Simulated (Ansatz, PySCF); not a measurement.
CH₆BClOSi. Atoms are numbered in the order given.

```xyz
11

B      0.1122    -0.1969     0.1085
Cl     0.6625    -0.7659     1.7006
O      0.3277    -1.0394    -0.9138
C     -0.0324    -0.7840    -2.2596
H     -0.5010     0.2064    -2.3870
H      0.8717    -0.8368    -2.8842
H     -0.7372    -1.5607    -2.5923
Si    -0.7753     1.6339    -0.0329
H     -0.8588     2.2982     1.3001
H     -2.1603     1.5148    -0.5955
H     -0.0121     2.5271    -0.9650
```
Charge 0, spin multiplicity 1.

The structure is a stationary point at r2SCAN-D4/def2-SVP. The structure was generated by enumeration, and PubChem lists no compound with its InChIKey, so it may never have been made. One conformer was computed; it need not be the lowest.

Vertical ionisation energy (IE) and electron affinity (EA) in eV. Rows of orbital energies are one-electron estimates. Where ΔSCF, EOM or ADC give a negative EA the extra electron is unbound and the value depends on the basis.

```
level                                                                        IE     EA
------------------------------------------------------------------------  -----  -----
−ε(HOMO), −ε(LUMO), B3LYP/def2-TZVP (PySCF)                                7.89   1.28
−ε(HOMO), −ε(LUMO), PBE/def2-TZVP (PySCF)                                  6.82   2.02
ΔSCF, CAM-B3LYP/def2-SVPD (Ansatz), final states of multiplicity 2 and 2  10.36  -0.62
ΔSCF, PBE/def2-SVPD (Ansatz), final states of multiplicity 2 and 2            …      …
```

Task: Some entries are withheld; supply them. (An estimate is asked for; the answer gives what the named calculation found.)

Result: 
- ΔSCF, PBE/def2-SVPD (Ansatz, a first-principles code), final states of multiplicity 2 and 2, IE: 9.79
- ΔSCF, PBE/def2-SVPD (Ansatz), final states of multiplicity 2 and 2, EA: -0.52

Task: What vertical singlet–triplet gap does ΔSCF give with CAM-B3LYP/def2-SVPD (Ansatz) and with PBE/def2-SVPD (Ansatz)? (An estimate is asked for; the answer gives what the named calculation found.)

Result: 4.95 and 4.47 eV (triplet above singlet where positive).
